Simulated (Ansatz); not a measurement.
CH₄O₂Sn (`O=[CH][SnH2][OH]`), one more setting.

```yaml
crystal:
  periodic: [false, false, false]
  atoms:
    - {symbol: O, position_ang: [-1.118086, -0.241498, -1.690175]}
    - {symbol: C, position_ang: [-0.442750, 0.628498, -1.214227]}
    - {symbol: Sn, position_ang: [0.540182, 0.187120, 0.714882]}
    - {symbol: O, position_ang: [-0.114082, -1.641133, 0.989513]}
    - {symbol: H, position_ang: [-0.335364, 1.602649, -1.743328]}
    - {symbol: H, position_ang: [-0.007183, 1.156090, 2.009943]}
    - {symbol: H, position_ang: [2.245053, 0.143555, 0.628957]}
    - {symbol: H, position_ang: [-0.675670, -1.892482, 0.248536]}
basis:
  gaussian: {orbitals: STO-3G, nuclear_model: gaussian, point_charges: [{charge: -1.00, position_ang: [6.751, 0.981, 0.756]}]}
hamiltonian: {xc: {name: HSE06}, dispersion: d4}
output: {forces: true}
```

```sh
$ ansatz run in.yaml --threads 2 --pin off --events-out ev --progress --plain --max-ram 4352MiB
```

It prints (some lines left out):

```
Functional definition: HSE06
637 factors; integrals over basis functions are off by at most 3.5e-5 eV
70 factors; integrals over basis functions are off by at most 1.9e-7 eV
mean field evaluation 1: about -167433.5836 eV, gradient 3.0e1 eV
mean field evaluation 2: about -167425.1709 eV, gradient 6.6e1 eV
mean field evaluation 4: about -167436.5307 eV, gradient 2.9e0 eV
mean field evaluation 8: about -167436.4749 eV, gradient 8.1e-2 eV
mean field -167436.47493860 eV, -6153.1769614747 hartree, gradient 8.7e-6 eV, S^2 0.000000; 0 other end points of the search recorded, 0 dependent functions left out
reference -167436.47495803 eV, -6153.1769621888 hartree; 38, 38 occupied and 8, 8 virtual orbitals, 637 factors
Total energy: -167436.59223606 eV, -6153.1812720767 hartree
Atom 0 at    -1.118086    -0.241498    -1.690175 Å, force    -3.149950    -3.691221    -2.496065 eV/Å
Atom 1 at    -0.442750     0.628498    -1.214227 Å, force     3.073988     2.756709     3.194424 eV/Å
Atom 2 at     0.540182     0.187120     0.714882 Å, force     0.659293     0.675273     0.131601 eV/Å
Atom 3 at    -0.114082    -1.641133     0.989513 Å, force     1.820939     0.401535     2.908363 eV/Å
Atom 4 at    -0.335364     1.602649    -1.743328 Å, force     0.135148     0.677046    -0.312466 eV/Å
Atom 5 at    -0.007183     1.156090     2.009943 Å, force     0.308132    -0.599990    -0.848349 eV/Å
Atom 6 at     2.245053     0.143555     0.628957 Å, force    -1.110807     0.078873     0.060080 eV/Å
Atom 7 at    -0.675670    -1.892482     0.248536 Å, force    -1.712294    -0.308480    -2.632462 eV/Å
Dipole moment:     0.215688     0.368916    -0.029282 e Å
```

Run time 1.4 s (2 threads of an Arm Neoverse V2 on a shared host); peak host memory 0.39 GiB.
